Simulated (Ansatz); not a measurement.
Ansatz (a first-principles code) input:

Ansatz 0.2 input:
```yaml
crystal:
  periodic: [false, false, false]
  atoms:
    - {symbol: C, position_ang: [-0.98968946, 1.30693810, -1.13214169]}
    - {symbol: Si, position_ang: [-0.09837994, -0.10719018, -0.30211306]}
    - {symbol: C, position_ang: [1.43519159, -0.59691301, -1.24628938]}
    - {symbol: C, position_ang: [-1.23114449, -1.56602427, -0.03418289]}
    - {symbol: Cl, position_ang: [0.51540278, 0.56155876, 1.58274044]}
    - {symbol: H, position_ang: [-1.33349510, 1.00939206, -2.12632547]}
    - {symbol: H, position_ang: [-1.85969465, 1.61633297, -0.55057462]}
    - {symbol: H, position_ang: [-0.33301549, 2.17122250, -1.24459730]}
    - {symbol: H, position_ang: [1.97413694, -1.39372995, -0.73104656]}
    - {symbol: H, position_ang: [1.16971437, -0.95595719, -2.24416035]}
    - {symbol: H, position_ang: [2.11238821, 0.25125840, -1.35971106]}
    - {symbol: H, position_ang: [-1.58274961, -1.95637264, -0.99290045]}
    - {symbol: H, position_ang: [-2.10319321, -1.28094433, 0.55667661]}
    - {symbol: H, position_ang: [-0.71476532, -2.37104315, 0.49131842]}
basis:
  gaussian:
    orbitals: def2-TZVP
hamiltonian:
  xc: {name: r2SCAN}
relax: {f_tol: 0.003, max_steps: 100}
```

Question: What final total energy does it print?

Answer: -869.46199 Eh (r2SCAN/def2-TZVP). The basis has 221 functions.
